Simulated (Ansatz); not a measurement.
```yaml
crystal:
  periodic: [false, false, false]
  atoms:
    - {symbol: W, position_ang: [2.278197, -0.465233, 0.225704]}
    - {symbol: W, position_ang: [-1.871980, -0.132310, 0.570859]}
    - {symbol: W, position_ang: [0.068329, 0.160437, -1.912033]}
    - {symbol: Si, position_ang: [0.334069, 0.227319, 1.522224]}
    - {symbol: Si, position_ang: [-0.679660, 2.036347, -0.203951]}
    - {symbol: Si, position_ang: [1.582696, 1.657233, -0.784003]}
    - {symbol: Si, position_ang: [-2.225648, 0.864474, -1.655703]}
    - {symbol: Si, position_ang: [-2.011582, -2.408333, -0.163401]}
    - {symbol: Si, position_ang: [2.343855, -0.331814, 2.603403]}
    - {symbol: Si, position_ang: [0.181736, -1.608130, -0.203100]}
basis:
  gaussian: {orbitals: def2-TZVPD, initial_orbitals: start.molden}
total_charge: -1
magnetization: {spin_polarized: true, initial_magnetization: 1}
hamiltonian: {xc: pbe0, dispersion: d4}
scf: {omitted_lower_state_checks: [starts]}
output: {orbitals: {seedname: orbitals}}
```

The file start.molden holds the orbitals of an earlier run on this structure, at another level or in another basis.

```sh
$ ansatz run in.yaml --threads 4 --pin off --events-out ev --progress --plain --max-ram 6963MiB
```

Question: Does this run fit into the memory that it is given?

Answer: No. It has 430 basis functions, and Ansatz plans for 8 GiB where 7 GiB are given.
